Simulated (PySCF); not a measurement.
`C[C@@H]1C[C@H](O)[C@@H]1CO`, C$_{6}$H$_{12}$O$_{2}$

Molfile (atoms numbered from 1):
```
C6H12O2
     RDKit          3D

 20 20  0  0  0  0  0  0  0  0999 V2000
   -1.5545   -1.5210   -0.0141 C   0  0  0  0  0  0  0  0  0  0  0  0
   -1.0525   -0.2087    0.5599 C   0  0  2  0  0  0  0  0  0  0  0  0
   -1.1842    1.0545   -0.3077 C   0  0  0  0  0  0  0  0  0  0  0  0
    0.1928    1.5123    0.2261 C   0  0  2  0  0  0  0  0  0  0  0  0
    1.0745    2.1608   -0.6359 O   0  0  0  0  0  0  0  0  0  0  0  0
    0.4697    0.0522    0.6670 C   0  0  2  0  0  0  0  0  0  0  0  0
    1.3134   -0.7361   -0.3323 C   0  0  0  0  0  0  0  0  0  0  0  0
    2.6186   -0.2140   -0.4798 O   0  0  0  0  0  0  0  0  0  0  0  0
   -1.2556   -2.3542    0.6181 H   0  0  0  0  0  0  0  0  0  0  0  0
   -1.1727   -1.6916   -1.0167 H   0  0  0  0  0  0  0  0  0  0  0  0
   -2.6410   -1.5018   -0.0636 H   0  0  0  0  0  0  0  0  0  0  0  0
   -1.5164   -0.0476    1.5360 H   0  0  0  0  0  0  0  0  0  0  0  0
   -2.0275    1.7109   -0.1103 H   0  0  0  0  0  0  0  0  0  0  0  0
   -1.1449    0.8297   -1.3715 H   0  0  0  0  0  0  0  0  0  0  0  0
    0.0651    2.1679    1.0947 H   0  0  0  0  0  0  0  0  0  0  0  0
    1.6357    1.5027   -1.0683 H   0  0  0  0  0  0  0  0  0  0  0  0
    0.9013   -0.0592    1.6664 H   0  0  0  0  0  0  0  0  0  0  0  0
    0.8782   -0.6902   -1.3330 H   0  0  0  0  0  0  0  0  0  0  0  0
    1.3572   -1.7903   -0.0245 H   0  0  0  0  0  0  0  0  0  0  0  0
    3.0377   -0.1654    0.3864 H   0  0  0  0  0  0  0  0  0  0  0  0
  1  2  1  0
  2  3  1  0
  3  4  1  0
  4  5  1  0
  4  6  1  0
  6  7  1  0
  7  8  1  0
  6  2  1  0
  1  9  1  0
  1 10  1  0
  1 11  1  0
  2 12  1  1
  3 13  1  0
  3 14  1  0
  4 15  1  1
  5 16  1  0
  6 17  1  1
  7 18  1  0
  7 19  1  0
  8 20  1  0
M  END
```

Method used: TDDFT B3LYP/def2-SVPD circular dichroism and optical rotation, one conformer, gas phase in PySCF. Geometry: GFN2-xTB.

The molecule is flexible and this is one conformer; a measurement averages over conformers. States above about 7.1 eV (minus the energy of the highest occupied orbital) lie near or above the ionisation threshold and depend on the basis.

Stereocentres: C2 R, C4 S, C6 S.

Problem. Give the optical rotatory dispersion at 633, 589.3, 546, 436, 405, 365, 355 nm.

Solution. [α] in deg dm⁻¹ (g/mL)⁻¹:
| λ (nm) | origin-invariant length gauge | modified velocity gauge | length gauge (centre of mass) | isotropic polarisability (au) |
| --- | --- | --- | --- | --- |
| 633 | +121.2 | +125.2 | +120.4 | 80.4 |
| 589.3 | +142.4 | +147.2 | +141.4 | 80.7 |
| 546 | +169.7 | +175.6 | +168.6 | 81.0 |
| 436 | +292.8 | +304.4 | +291.1 | 82.2 |
| 405 | +354.8 | +369.5 | +352.8 | 82.8 |
| 365 | +472.7 | +493.9 | +470.2 | 83.7 |
| 355 | +512.3 | +535.9 | +509.7 | 84.0 |

Problem. And for the mirror image at 589.3 nm?

Solution. -142.4 deg dm⁻¹ (g/mL)⁻¹ (origin-invariant length gauge): the same size and the opposite sign.

Problem. What is the molar rotation [Φ] = [α]·M/100 of the geometry above at 589.3 nm?

Solution. With M = 116.16 g/mol, +165.4 deg cm² dmol⁻¹ (origin-invariant length gauge).

The first excitation lies at 6.23 eV (199 nm) with R = +9.5 × 10⁻⁴⁰ esu² cm² (velocity form).
